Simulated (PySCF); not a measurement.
La(BH4)3 at several levels of theory

Computed with PySCF 2.14.0 (density fitting, no spin-orbit coupling) at the geometry relaxed with PBE:

```xyz
16
La(BH4)3 (singlet)
La    0.0000    0.0000    0.0000
B     2.6050    0.0115    0.0000
H     3.8188   -0.0064    0.0000
H     2.1061   -0.5819    1.0008
H     2.1061   -0.5819   -1.0008
H     2.1291    1.1744    0.0000
B    -1.3124    2.2502    0.0000
H    -1.9038    3.3104    0.0000
H    -0.5492    2.1149    1.0008
H    -0.5492    2.1149   -1.0008
H    -2.0816    1.2566    0.0000
B    -1.2925   -2.2617    0.0000
H    -1.9150   -3.3040    0.0000
H    -1.5570   -1.5330    1.0008
H    -1.5570   -1.5330   -1.0008
H    -0.0474   -2.4310    0.0000
```

```
level                                                 basis    state  HOMO (eV)  gap (eV)  charge on La1 (e)  population of f-type functions on La1 (polarisation alone where 4f lies in the core)  dipole about the centre of mass (D)  largest force component (eV/Å)
  PBE     La lcecp-1-SVP with ECP46, B def2-SVP, H def2-SVP  singlet      -7.92      4.30               0.62                                                                                  0.07                                 0.00                            0.01
  PBE  La lcecp-1-TZVP with ECP46, B def2-TZVP, H def2-TZVP  singlet      -7.97      4.37               1.19                                                                                  0.10                                 0.00                            0.33
  PBE             La x2c-SVPall, B x2c-SVPall, H x2c-SVPall  singlet      -7.91      4.35               0.54                                                                                  0.18                                 0.00                            0.10
```

In the lcecp rows the 4f levels are missing from HOMO and gap, and the state counts the valence alone.

Charges are Mulliken's, which hang on the basis. The relaxation used the grid (50, 194), these runs (75, 302) or, all-electron (x2c bases, spin-free X2C Hamiltonian), (99, 590).

Problem. Order these levels, in the first row's basis, by the HOMO–LUMO gap they give here, smallest first.
A. CAM-B3LYP
B. wB97X
C. revPBE
D. r2SCAN

Solution. C (4.41 eV), D (4.94 eV), A (8.68 eV), B (10.77 eV).

Problem. And their other results?

Solution. 
| level | state | HOMO (eV) | gap (eV) | charge on La1 (e) | population of f-type functions on La1 (polarisation alone where 4f lies in the core) | dipole about the centre of mass (D) | largest force component (eV/Å) |
| --- | --- | --- | --- | --- | --- | --- | --- |
| wB97X | singlet | -11.83 | 10.77 | 0.99 | 0.07 | 0.00 | 0.19 |
| revPBE | singlet | -7.90 | 4.41 | 0.67 | 0.07 | 0.00 | 0.07 |
| r2SCAN | singlet | -8.27 | 4.94 | 0.93 | 0.06 | 0.00 | 0.20 |
| CAM-B3LYP | singlet | -10.75 | 8.68 | 0.86 | 0.07 | 0.00 | 0.25 |

In the first row's basis the gap widens with exact exchange: 4.3 to 4.9 eV for PBE, revPBE, r2SCAN (none); 8.7 to 10.8 eV for CAM-B3LYP, wB97X (rising or full at long range).

A frequency check found unstable modes (3, the lowest at -36 cm⁻¹), so the relaxed geometry is a saddle point, or these are noise.
